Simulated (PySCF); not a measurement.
Molecular orbitals of MgSn⁻

ωB97X at R = 2.920 Å; PySCF, scalar-relativistic core potentials, basis sets Mg def2-SVPD, Sn def2-SVPD with ECP28. State: ⁴Σ⁻ (quartet), unpaired electrons σ ↑, π ↑↑. Only the outer orbitals are listed, counted within each symmetry, core potentials removing the inner ones.

| spin | orbital | occ. | ε (eV) | on Mg (%) | main shells (%) |
| --- | --- | --- | --- | --- | --- |
| α | 7σ | 1 | -10.16 | 10 | 90 Sn s |
| α | 8σ | 1 | -4.03 | 67 | 66 Mg s, 30 Sn p |
| α | 4π | 1 | -2.02 | 12 | 88 Sn p, 10 Mg p |
| α | 4π | 1 | -2.02 | 12 | 88 Sn p, 10 Mg p |
| α | 9σ | 1 | -1.48 | 58 | 40 Mg p, 36 Sn p, 18 Mg s |
| α | 5π | 0 | 4.17 | 94 | 94 Mg p |
| α | 5π | 0 | 4.17 | 94 | 94 Mg p |
| α | 10σ | 0 | 4.45 | 106 | 101 Mg p |
| β | 7σ | 1 | -8.12 | 10 | 90 Sn s |
| β | 8σ | 1 | -2.77 | 85 | 84 Mg s, 12 Sn p |
| β | 9σ | 0 | 3.06 | 59 | 63 Mg p, 24 Sn p, 16 Sn s |
| β | 4π | 0 | 3.09 | 53 | 52 Mg p, 47 Sn p |
| β | 4π | 0 | 3.09 | 53 | 52 Mg p, 47 Sn p |

Task: Which are the highest filled and the lowest empty level, where do they sit, and how wide is the gap?

Result: Highest filled α 9σ at -1.48 eV (in %: 40 Mg p, 36 Sn p, 18 Mg s); lowest empty β 9σ at 3.06 eV (in %: 63 Mg p, 24 Sn p, 16 Sn s); the gap at ωB97X is 4.54 eV. An empty level above zero is unbound, and its energy depends on the basis.

The bond order (Mayer) is 1.01 and the ⟨S²⟩ is 3.768. The charge on Mg (Mulliken, basis-dependent) is -0.55. The charge on Mg (Löwdin, basis-dependent) is -0.51 and the dipole moment (positive dipole points towards Sn; it is taken about the centre of mass and depends on that origin) is 4.49 D.

Shares are Mulliken populations and can fall outside 0 to 100 %.

Spin–orbit coupling is left out. The state was picked by a PBE0 search and need not be the measured ground state.
